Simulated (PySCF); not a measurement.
Mapped SMILES: `[CH2:1]=[CH:2][c:3]1[n:4][n:5]([CH3:6])[n:7][c:8]1[CH3:9]` (H(Xn): hydrogen on atom n). Ha(C1) is cis to C3; Hb(C1) is trans to C3.

PySCF 2.14 calculation with PBE0-D3(BJ)/def2-SVP structure and GIAO PBE/pcSseg-1 shieldings; single conformer, isolated molecule, no relativistic terms, averaged over atoms made equivalent by symmetry, fast rotation or ring inversion.

Shifts are taken against calculated references (same method and geometry level): 13C (σref 180.03), 1H (σref 31.20) vs TMS; 15N (σref 265.06) against NH3.

```
 atoms  nucleus  count  δ (ppm)
 H(C9)       1H      3        ?
    C9      13C      1        ?
    N5      15N      1    261.2
Ha(C1)       1H      1     6.35
    C8      13C      1    143.7
    C6      13C      1        ?
    C2      13C      1    129.9
    C1      13C      1    119.2
    C3      13C      1    143.8
    N7      15N      1        ?
Hb(C1)       1H      1     5.39
 H(C6)       1H      3     3.89
    N4      15N      1    349.0
 H(C2)       1H      1     6.50
```

Problem. Complete the table.

Solution. 
- C6: 41.7 ppm, methyl carbon bonded to N; pulled downfield by the heteroatom
- C9: 11.4 ppm, methyl carbon on an aromatic ring; aliphatic region, no heteroatom directly attached
- H(C9): 2.26 ppm, hydrogen on a methyl carbon on an aromatic ring; benzylic-type position, deshielded by the ring
- N7: 351.9 ppm, pyridine-type nitrogen of an azole

Shifts are as computed. Against solution values, carbons near 30 ppm lie about +2 ppm off and those near 130 ppm about +2 ppm. Of 1309 compounds with measured shifts, 239 miss one by over three times the rms of a fit or turn the order of signals round; such compounds aren't used in these exercises. Experimental scales use liquid or dissolved standards, which lie at an offset from isolated NH3 (liquid NH3: subtract about 20 ppm). Unscaled 15N shifts of sp2 nitrogen come out 20 to 40 ppm too high even then.
